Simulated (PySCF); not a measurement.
Question: Write Cartesian coordinates for `N#C/C=C(\C#N)S(=O)(=O)O` as optimised with GFN2-xTB.

Answer: 
```
atom  x, y, z in Å
N1     3.447   -0.560    1.327
C2     2.507   -0.530    0.672
C3     1.363   -0.495   -0.148
C4     0.151   -0.130    0.271
C5    -0.259    0.291    1.535
N6    -0.658    0.668    2.542
S7    -1.189   -0.140   -0.936
O8    -2.314   -0.826   -0.396
O9    -0.636   -0.530   -2.185
O10   -1.527    1.421   -0.975
H11    1.482   -0.780   -1.187
H12   -2.364    1.611   -0.546
```

Any rigid rotation of these coordinates is as good. Atoms count from 1 in this order. The 3 O–S bonds span 1.421 Å (S7=O9, drawn double) to 1.598 Å (S7–O10, drawn single), a spread of 0.177 Å. The C–C distances run from 1.334 Å (C3=C4, drawn double) to 1.409 Å (C2–C3, drawn single), a spread of 0.075 Å. Of the pairs four or more bonds apart, O9···H11 is among the closest relative to their van der Waals radii: 2.35 Å, 87 % of the sum of Bondi's values. S7 (sulfonyl sulfur) is distorted tetrahedral (angles from 99.7° to 120.6°).

Bonds between heavy atoms (Å): N1≡C2 1.146, C2–C3 1.409, C3=C4 1.334, C4–C5 1.394, C5≡N6 1.147, C4–S7 1.803, S7=O8 1.424, S7=O9 1.421, S7–O10 1.598.

Computed geometry: GFN2-xTB, gas phase.

Point group: C1 (no symmetry element, even within 0.4 Å). Stationary, but not proved a minimum. One conformer, not necessarily the lowest (C3–C4–S7–O8 131°, C4–S7–O10–H -108°).
